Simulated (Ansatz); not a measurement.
The same ligand exchange along the group B, Al, In.

Gas-phase electronic energies from Ansatz, PBE0-D4/def2-TZVP geometries. CCSD(T)/CBS adds triple-zeta CCSD(T) − MP2 to the extrapolated MP2 energy (def2 sets, frozen cores). This one scheme is used for every species. Elements past krypton have def2 core potentials. For In outer-core shells are correlated without core-valence functions, which leaves a few kJ/mol of doubt a bond. Each species was taken in one conformer, which may not be the lowest.

**Question.** Order these by ΔE at CCSD(T)/CBS, lowest first. (An estimate is asked.)
A. `NB(S)O[SiH3]` + NH₃ → `NB(N)S` + `O[SiH3]`
B. `[NH2][Al]([SH])[O][SiH3]` + NH₃ → `[NH2][Al]([NH2])[SH]` + `O[SiH3]`
C. `[NH2][In]([SH])[O][SiH3]` + NH₃ → `[NH2][In]([NH2])[SH]` + `O[SiH3]`

**Answer.** A (+35.0 kJ/mol), C (+46.2 kJ/mol), B (+78.2 kJ/mol).

Largest T1 diagnostic: 0.015, for `[NH2][In]([SH])[O][SiH3]`.
